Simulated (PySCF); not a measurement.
# One molecule, several mistakes: CH6NSi

These are calculations, not measurements. They come from PySCF 2.14.0, an open-source quantum chemistry program, on an isolated molecule that a program drew, which may never have been made. The molecule is CH6NSi (charge 0, doublet), drawn as the SMILES string `C[SiH]N`.

Each row is a Hartree-Fock (HF) and frozen-core CCSD(T) single point in the cc-pV(D+d)Z basis, meant for a local HF minimum. Run 1 is clean. Each other run has one planted mistake out of seven kinds, and not every kind appears here: one electron removed, one electron added, multiplicity raised by two, geometry at a saddle point, minimal basis STO-3G, one bond length entered in bohr, all coordinates scaled. The reference is restricted for singlets and unrestricted otherwise, and also for a bond in bohr. Adding or removing an electron swaps singlet and doublet. Electrons count all cores. HOMO and LUMO are orbital energies over both spins, the gradient is its largest component, and the lowest frequency (negative if imaginary) is given only where the gradient is small. Bond lengths are over the 8 bonds as drawn. T1 is the CCSD diagnostic: over 0.02 (restricted) or 0.045 (unrestricted) a single reference is doubtful.

Geometry of the clean run:
```xyz
9
CH6NSi, angstrom
C    -1.2148   -0.2365    0.6566
Si   -0.2569    0.1840   -0.9111
N    -0.9506   -0.6721   -2.2489
H    -0.7738    0.2643    1.5225
H    -1.1996   -1.3160    0.8351
H    -2.2582    0.0827    0.5823
H     1.1600   -0.2610   -0.8028
H    -0.4387   -0.6979   -3.1122
H    -1.9270   -0.5454   -2.4459
```

```
run  electrons  basis functions  <S^2>  HOMO (eV)  LUMO (eV)  gradient (hartree/bohr)  lowest frequency (cm^-1)  mean bond (Å)  longest bond (Å)      T1  HF (hartree)  CCSD(T) (hartree)               mistake
  1         33               81  0.755      -7.82       2.56                  1.6e-05                       159         1.2995             1.885  0.0134    -384.74369         -385.20272              no fault
  2         33               25  0.752      -5.29       6.68                  2.9e-02                         -         1.2995             1.885  0.0135    -380.21026         -380.38121  minimal basis STO-3G
  3         32               81  0.000     -17.70      -5.90                  1.0e-01                         -         1.2995             1.885  0.0210    -384.49079         -384.95437  one electron removed
  4         34               81  0.000       0.74       9.59                  1.1e-01                         -         1.2995             1.885  0.0107    -384.68076         -385.16818                     ?
  5         33               81  1.065      -8.31       1.88                  3.9e-02                         -         1.5091             3.562  0.0474    -384.65523         -385.10467                     ?
```

**Which mistake was planted in run 4, and what did it cost?**

It counts 34 electrons, one more than the clean run, at the same geometry and basis. So the mistake is: one electron added. Subtracting run 1 and multiplying by 627.51 kcal/mol a hartree, the energy moved by 39.5 kcal/mol in HF and 21.7 kcal/mol in CCSD(T).

**Which mistake was planted in run 5, and what did it cost?**

The mean bond changes by a factor of 1.161 and the longest by 1.890, so the molecule wasn't scaled as a whole. A length L in bohr read as angstrom grows by (1/0.5292 - 1) L = 0.890 L. The 8 bonds together grew by 8 x 0.2096 = 1.677 Å, which gives L = 1.885 Å. That is bond C1-Si2, 1.885 Å in the clean geometry. So the mistake is: one bond length entered in bohr. Subtracting run 1 and multiplying by 627.51 kcal/mol a hartree, the energy moved by 55.5 kcal/mol in HF and 61.5 kcal/mol in CCSD(T).

Cautions from the logs. Run 3: T1 is over the limit, so its CCSD(T) energy is less reliable; run 4: the HOMO is above zero, so the electron isn't bound and the energy depends on the basis; run 5: T1 is over the limit, so its CCSD(T) energy is less reliable.
